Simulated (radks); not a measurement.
Valence configurations of Bi I. Method: non-relativistic Kohn-Sham, BLYP, spin-polarised, spherical densities, point nucleus; open shells are filled with parallel spins first (spin-orbit coupling, left out, can overturn this in heavy ions); relativity is left out, which matters for an element this heavy; computed with a radial shooting solver on a logarithmic mesh with Libxc functionals. Energies are relative to [Hg] 6p3; eigenvalues in eV for spin up.

| valence | E (eV) | moment (Bohr magnetons) | e(4f) | e(5d) | e(6p) | e(6s) |
|---|---|---|---|---|---|---|
| [Hg] 6p3 | 0.000 | 3 | -172.84 | -30.532 | -5.018 | -11.645 |
| [Xe] 4f13 5d10 6s2 6p4 | 178.67 | 3 | -194.88 | -37.396 | -5.960 | -13.317 |
| [Xe] 4f14 5d9 6s2 6p4 | 28.249 | 3 | -179.61 | -35.785 | -5.939 | -13.242 |
| [Xe] 4f13.5 5d10 6s2 6p3.5 | 86.920 | 3 | -183.79 | -33.951 | -5.503 | -12.502 |
| [Xe] 4f14 5d8 6s2 6p5 | 59.787 | 3 | -186.35 | -40.909 | -6.761 | -14.683 |
| [Xe] 4f14 5d10 6p5 | 14.491 | 1 | -175.38 | -32.850 | -5.719 | - |
| [Xe] 4f14 5d9 6s1 6p5 | 35.494 | 3 | -180.77 | -36.894 | -6.425 | -13.931 |
| [Xe] 4f12 5d10 6s2 6p5 | 376.94 | 3 | -217.47 | -44.374 | -6.804 | -14.840 |
| [Xe] 4f11 5d10 6s2 6p6 | 595.30 | 3 | -240.61 | -51.487 | -7.587 | -16.265 |
| [Xe] 4f13 5d9 6s2 6p5 | 212.41 | 3 | -201.76 | -42.644 | -6.783 | -14.764 |

NIST lists [Hg] 6p3 as the ground configuration; this level of theory agrees among the configurations tried. The energies are those of spherical high-spin densities, not of single terms. Relativity is left out, which favours d and f over s occupation in heavy atoms.
